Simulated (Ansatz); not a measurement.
`[CH3][Ga]([Cl])[c]1ccccc1` from Hartree–Fock to CCSD(T)

```tsv
atom	x (Å)	y (Å)	z (Å)
C1	-1.665	-0.086	-2.960
Ga2	-0.012	0.141	-1.944
Cl3	1.784	0.550	-3.089
C4	0.292	0.056	-0.026
C5	-0.770	-0.198	0.845
C6	-0.567	-0.262	2.216
C7	0.706	-0.071	2.734
C8	1.772	0.182	1.883
C9	1.566	0.245	0.513
H10	-2.418	0.631	-2.627
H11	-2.070	-1.089	-2.803
H12	-1.484	0.059	-4.024
H13	-1.772	-0.350	0.455
H14	-1.400	-0.460	2.881
H15	0.868	-0.121	3.805
H16	2.767	0.330	2.288
H17	2.404	0.443	-0.148
```

The species carries charge 0 and has multiplicity 1. Correlated methods include outer-core shells of Ga, which these sets cover unevenly. Scalar relativity is left out up to krypton. All single points use the PBE0-D4/def2-TZVP geometry. It is one conformer, not always the lowest. Frozen core, restricted reference, the Gaussian-basis code of Ansatz.

```json
{"basis": "def2-SVP", "HF (Eh)": "?", "MP2 corr.": "?", "CCSD corr.": "-1.31101", "(T)": "?", "CCSD(T) total": "?"}
{"basis": "def2-TZVPP", "HF (Eh)": "?", "MP2 corr.": "-1.53096", "CCSD corr.": "-1.57086", "(T)": "-0.07942", "CCSD(T) total": "?"}
{"basis": "def2-QZVPP", "HF (Eh)": "-2652.73253", "MP2 corr.": "-1.86880", "CCSD corr.": "–", "(T)": "–", "CCSD(T) total": "–"}
```

Question: Fill in the withheld values. (An estimate is asked.)

Answer: Computed: def2-SVP HF (Eh): -2651.97085; def2-SVP MP2 corr.: -1.26064; def2-SVP (T): -0.05240; def2-SVP CCSD(T) total: -2653.33426; def2-TZVPP HF (Eh): -2652.66885; def2-TZVPP CCSD(T) total: -2654.31913.
